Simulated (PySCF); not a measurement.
A geometry optimisation on `[F][Re]([F])([F])([F])([F])[F]` [radical].

Method: PBE0-D3(BJ)/def2-SVP geometry optimisation, gas phase, def2 core potentials past Kr (PySCF 2.14.0). Start geometry: GFN2-xTB. The input is one job of a driver script: a line of settings, then coordinates in Å.

Input:
```
{"job": {"xc": "PBE0", "basis": "def2-SVP", "d3": "d3bj", "grid": 1, "maxiter": 40, "kind": "geom"}, "charge": 0, "multiplicity": 2}
Re     0.000630     0.000750    -0.000920
F     -0.020110    -0.011060     1.803740
F      0.013160     0.006150    -1.805520
F      1.803900     0.006190     0.018350
F     -1.802830    -0.003580    -0.014320
F     -0.002380     1.798510     0.008130
F      0.007640    -1.796970    -0.009460
```

Output:
```
step   0  E = -676.43193896  max force = 0.036523
step   1  E = -676.43488861  max force = 0.022125
step   2  E = -676.43795447  max force = 0.003671
step   3  E = -676.43812123  max force = 0.006635
step   4  E = -676.43846726  max force = 0.003134
step   5  E = -676.43846345  max force = 0.004252
step   6  E = -676.43860490  max force = 0.001237
step   7  E = -676.43861817  max force = 0.001370
step   8  E = -676.43862501  max force = 0.000903
step   9  E = -676.43865376  max force = 0.000234
step  10  E = -676.43865488  max force = 0.000172
optimisation converged
```

Energies in Eh; «max force» is the largest Cartesian gradient component in Eh/bohr.

Problem. Give the first gradient maximum in eV/Å.

Solution. With 1 Eh/bohr = 51.422 eV/Å, 1.878 eV/Å.

Problem. How much energy does the optimisation release, in eV?

Solution. E(step 0) − E(last step) = 0.006716 Eh, which is 0.183 eV.

Main results: final energy -676.43865 Eh after 10 steps; dipole 0.01 D.

Problem. Where do the atoms end?

Solution. 0.048 Å rms from the input after alignment:
```
atom  x, y, z in Å
Re1    0.0003    0.0005    0.0004
F2    -0.0311    0.0270    1.8351
F3     0.0272   -0.0293   -1.8344
F4     1.8347    0.0295   -0.0272
F5    -1.8343   -0.0286    0.0264
F6     0.0294    1.8345    0.0286
F7    -0.0262   -1.8336   -0.0290
```

Time: 2.6 min wall. Hardware: one thread, Arm Neoverse V1, no GPU (shared host).
Labels such as C1 count atoms from 1, the log's own numbers from 0.

For an open-shell metal species like this, the optimisation's SCF solution wasn't tested for stability and no frequencies at its level were run, so a lower state or another shape may exist.
